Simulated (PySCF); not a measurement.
Members of one series of related molecules.

All values: PBE0/pcSseg-1 (PySCF) at GFN2-xTB geometries, gas phase, one conformer each.

Question: Rank by HOMO energy, lowest first.
A. `[SiH3]OC1=COC=C/C1=C/Cl`
B. `[SiH3]O[SiH2]C1=CC=C/C1=C\Cl`
C. `O1C2=CC=CC2=C(Cl)[SiH2]1`
D. `CC1=CC=C(O[SiH3])/C1=C/Cl`

Answer: B (-6.74 eV), C (-6.08 eV), D (-5.76 eV), A (-5.62 eV).

Question: Rank by HOMO–LUMO gap, highest first.
A. `[SiH3]OC1=CC=C[SiH2]/C1=C/Cl`
B. `[SiH3]OC1=CCC=C/C1=C\Cl`
C. `[SiH3]OC1=CCC/C1=C\Cl`
D. `[SiH3]O[SiH2]C1=CC=C/C1=C\Cl`
E. `CC1=CC=C(O[SiH3])/C1=C/Cl`

Answer: C (5.54 eV), B (5.01 eV), D (4.33 eV), A (4.01 eV), E (3.83 eV).

Question: Rank by the highest IAO charge on any atom, lowest value first.
A. `C1=CC=C(/C1=C/Cl)[SiH2]O[SiH3]`
B. `[SiH3]OC1=COC=C/C1=C/Cl`
C. `ClC1=C2C=CC=C2O[SiH2]1`
D. `[SiH3]OC1=CCC=C/C1=C\Cl`

Answer: B (+0.863 e), D (+0.881 e), A (+1.004 e), C (+1.027 e).

All values together:

| SMILES | change | formula | μ (D) | HOMO (eV) | LUMO (eV) | lowest IAO charge (e) | highest IAO charge (e) | lowest Hirshfeld charge (e) | highest Hirshfeld charge (e) |
| --- | --- | --- | --- | --- | --- | --- | --- | --- | --- |
| [SiH3]OC1=CC=C/C1=C\Cl | parent | C6H7ClOSi | 1.70 | -6.02 | -2.07 | -0.575 (O) | +0.875 (Si) | -0.186 (O) | +0.398 (Si) |
| [SiH3]OC1=CCC=C/C1=C\Cl | CH2 inserted into a C-C bond | C7H9ClOSi | 2.62 | -6.13 | -1.12 | -0.599 (O) | +0.881 (Si) | -0.188 (O) | +0.396 (Si) |
| [SiH3]OC1=CC=C[SiH2]/C1=C/Cl | SiH2 inserted into a C-C bond | C6H9ClOSi2 | 1.26 | -6.13 | -2.13 | -0.594 (O) | +0.875 (Si) | -0.195 (O) | +0.380 (Si) |
| [SiH3]OC1=CCC/C1=C\Cl | H2 added to a C-C multiple bond | C6H9ClOSi | 2.59 | -6.17 | -0.63 | -0.582 (O) | +0.875 (Si) | -0.186 (O) | +0.396 (Si) |
| CC1=CC=C(O[SiH3])/C1=C/Cl | H on C replaced by CH3 | C7H9ClOSi | 1.22 | -5.76 | -1.93 | -0.579 (O) | +0.876 (Si) | -0.187 (O) | +0.396 (Si) |
| [SiH3]O[SiH2]C1=CC=C/C1=C\Cl | SiH2 inserted into a O-C bond | C6H9ClOSi2 | 0.72 | -6.74 | -2.41 | -0.894 (O) | +1.004 (Si) | -0.303 (O) | +0.394 (Si) |
| [SiH3]OC1=COC=C/C1=C/Cl | O inserted into a C-C bond | C6H7ClO2Si | 1.97 | -5.62 | -0.66 | -0.571 (O) | +0.863 (Si) | -0.183 (O) | +0.392 (Si) |
| ClC1=C2C=CC=C2O[SiH2]1 | ring closed by a new C-Si bond | C6H5ClOSi | 0.91 | -6.08 | -2.28 | -0.585 (O) | +1.027 (Si) | -0.206 (O) | +0.429 (Si) |

Conformers: `[SiH3:1][O:2][C:3]1=[CH:4][CH:5]=[CH:6]/[C:7]1=[CH:8]\[Cl:9]` with Si1–O2–C3–C4 0°; `[SiH3:1][O:2][C:3]1=[CH:4][CH2:5][CH:6]=[CH:7]/[C:8]1=[CH:9]\[Cl:10]` with Si1–O2–C3–C4 -49°; `[SiH3:1][O:2][C:3]1=[CH:4][CH:5]=[CH:6][SiH2:7]/[C:8]1=[CH:9]/[Cl:10]` with Si1–O2–C3–C4 70°; `[SiH3:1][O:2][C:3]1=[CH:4][CH2:5][CH2:6]/[C:7]1=[CH:8]\[Cl:9]` with Si1–O2–C3–C4 0°; `[CH3:1][C:2]1=[CH:3][CH:4]=[C:5]([O:6][SiH3:7])/[C:8]1=[CH:9]/[Cl:10]` with C4–C5–O6–Si7 0°; `[SiH3:1][O:2][SiH2:3][C:4]1=[CH:5][CH:6]=[CH:7]/[C:8]1=[CH:9]\[Cl:10]` with Si1–O2–Si3–C4 -49°, O2–Si3–C4–C5 138°; `[SiH3:1][O:2][C:3]1=[CH:4][O:5][CH:6]=[CH:7]/[C:8]1=[CH:9]/[Cl:10]` with Si1–O2–C3–C4 -2°.

Question: Give the shifts from the parent, `[SiH3]OC1=CC=C/C1=C\Cl`.

Answer: 
```json
{"SMILES": "[SiH3]OC1=CCC=C/C1=C\\Cl", "change in μ (D)": "+0.92", "change in HOMO (eV)": "-0.11", "change in LUMO (eV)": "+0.95"}
{"SMILES": "[SiH3]OC1=CC=C[SiH2]/C1=C/Cl", "change in μ (D)": "-0.44", "change in HOMO (eV)": "-0.11", "change in LUMO (eV)": "-0.06"}
{"SMILES": "[SiH3]OC1=CCC/C1=C\\Cl", "change in μ (D)": "+0.89", "change in HOMO (eV)": "-0.15", "change in LUMO (eV)": "+1.44"}
{"SMILES": "CC1=CC=C(O[SiH3])/C1=C/Cl", "change in μ (D)": "-0.48", "change in HOMO (eV)": "+0.26", "change in LUMO (eV)": "+0.14"}
{"SMILES": "[SiH3]O[SiH2]C1=CC=C/C1=C\\Cl", "change in μ (D)": "-0.98", "change in HOMO (eV)": "-0.72", "change in LUMO (eV)": "-0.34"}
{"SMILES": "[SiH3]OC1=COC=C/C1=C/Cl", "change in μ (D)": "+0.27", "change in HOMO (eV)": "+0.40", "change in LUMO (eV)": "+1.41"}
{"SMILES": "ClC1=C2C=CC=C2O[SiH2]1", "change in μ (D)": "-0.79", "change in HOMO (eV)": "-0.06", "change in LUMO (eV)": "-0.21"}
```
